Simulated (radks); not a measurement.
Spherical quantum dot in the effective-mass picture: electrons in a well V = -V0 / (1 + exp((r - R)/a)) with V0 = 2.96, R = 7.52, a = 0.25, with a point charge +1 (a donor) at the centre, all in effective atomic units (hartree* = m*/eps^2 hartree, bohr* = eps/m* bohr), one dielectric constant everywhere. Method: non-relativistic Kohn-Sham, PBEsol, spin-polarised, spherical densities; computed with a radial shooting solver with Libxc functionals. Levels are named by radial order and angular momentum (1s, 1p, 1d, 2s, ...), and open shells are averaged over m. Each electron was tried in the lowest free levels, single moves between levels near the top were tried too, and the lowest total energy was kept; such a search can miss a lower state. The series stops at N = 17: beyond it a trial failed or the search could not be trusted, so later rows were left out. At N = 1 the Hartree and exchange-correlation terms need not cancel, so that row can carry a self-interaction error.

N                         open shells  2S  E (hartree*)  addition energy mu(N+1) - mu(N) (hartree*)  rms radius (bohr*)
1                    1s(up 1, down 0)   1      -3.44857                                      0.4767               1.800
2                                none   0      -6.42045                                      0.3540               2.647
3                    1p(up 1, down 0)   1      -9.03833                                      0.1490               3.673
4                    1p(up 2, down 0)   2      -11.5072                                      0.1581               4.145
5                    1p(up 3, down 0)   3      -13.8181                                      0.2057               4.442
6   1p(up 3, down 0) 2s(up 1, down 0)   4      -15.9232                                      0.1469               4.638
7                    1p(up 3, down 2)   1      -17.8814                                      0.1506               4.818
8                                none   0      -19.6890                                      0.1782               4.949
9                    2s(up 1, down 0)   1      -21.3184                                      0.2114               5.055
10  1d(up 1, down 0) 2s(up 1, down 0)   2      -22.7364                                      0.1500               5.157
11  1d(up 2, down 0) 2s(up 1, down 0)   3      -24.0044                                      0.1503               5.244
12  1d(up 3, down 0) 2s(up 1, down 0)   4      -25.1221                                      0.1503               5.320
13  1d(up 4, down 0) 2s(up 1, down 0)   5      -26.0895                                      0.1502               5.386
14  1d(up 5, down 0) 2s(up 1, down 0)   6      -26.9068                                      0.1853               5.445
15  1d(up 5, down 1) 2s(up 1, down 0)   5      -27.5387                                      0.1463               5.500
16  1d(up 5, down 2) 2s(up 1, down 0)   4      -28.0244                                      0.1468               5.549
17  1d(up 5, down 3) 2s(up 1, down 0)   3      -28.3632                                           -               5.593

All shells are closed at N = 2, 8 (there: 1s2 1p6); the second difference of the energy has clear peaks (12 % above both neighbours; the first and last values, which can be the largest, are not judged, and half-filled shells can peak too) at N = 5, 9, 14.
